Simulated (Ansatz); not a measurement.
Job for Ansatz (a quantum-chemistry and plane-wave program): R-CCSD(T)/aug-cc-pVDZ on C2H4F2O (a complex), monomers drawn apart or pushed together.

Ansatz 0.2 input:
```yaml
crystal:
  periodic: [false, false, false]
  atoms:
    - {symbol: C, position_ang: [-0.33213211, -0.10086546, -0.01567939]}
    - {symbol: O, position_ang: [0.64597051, -0.71396437, 0.31739458]}
    - {symbol: H, position_ang: [-0.54541780, 0.11585582, -1.07976486]}
    - {symbol: H, position_ang: [-1.06458301, 0.27577816, 0.71961310]}
    - {symbol: F, position_ang: [-0.26203571, 0.81569336, 4.21592167]}
    - {symbol: C, position_ang: [-0.18605790, -0.53492768, 4.40871300]}
    - {symbol: F, position_ang: [-1.39462360, -1.07601668, 4.07189839]}
    - {symbol: H, position_ang: [-0.00572543, -0.72343142, 5.46787384]}
    - {symbol: H, position_ang: [0.57184754, -0.93772082, 3.73959934]}
basis:
  gaussian:
    orbitals: aug-cc-pVDZ
magnetization: {spin_polarized: false}
correlation: {method: ccsd_t, electrons: outside_noble_gas}
scf: {lower_state_search: off}
```

Q: Give the final energy of this run.

A: -352.7631 hartree (reference determinant -351.8192, T1 diagnostic 0.015).

Q: How many basis functions does it have, and what does it roughly cost on one machine?

A: 151 functions; roughly 50 core-seconds.
